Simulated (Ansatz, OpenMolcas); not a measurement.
## How basis sets differ on Si2H3F3 (SMILES F[Si](F)(F)[SiH3])

Si2H3F3 has 8 atoms, charge 0, and is taken as a singlet. As SMILES, `F[Si](F)(F)[SiH3]`. The shape is that of a PBE0-D4/def2-TZVP optimisation.

```xyz
8

F     1.3105   -1.0605    1.5048
Si    0.5344   -0.9905    0.1285
F    -0.4793   -2.2045    0.1079
F     1.5956   -1.2559   -1.0139
Si   -0.5507    1.0504   -0.1526
H    -1.5256    1.2279    0.9519
H     0.4606    2.1358   -0.1228
H    -1.2533    1.0404   -1.4595
```

Each level gives the HOMO–LUMO gap (eV). The values are calculated.

```tsv
level	kind	program	value (eV)
HF/STO-3G	Hartree–Fock	Ansatz	18.88
HF/3-21G	Hartree–Fock	OpenMolcas	15.92
HF/cc-pVDZ	Hartree–Fock	OpenMolcas	15.79
HF/def2-SVP	Hartree–Fock	Ansatz	15.90
```

The values span 15.79 to 18.88 eV. A Hartree–Fock LUMO above zero doesn't converge with the basis: it sinks as sets grow more diffuse. Orbital gaps aren't excitation energies.
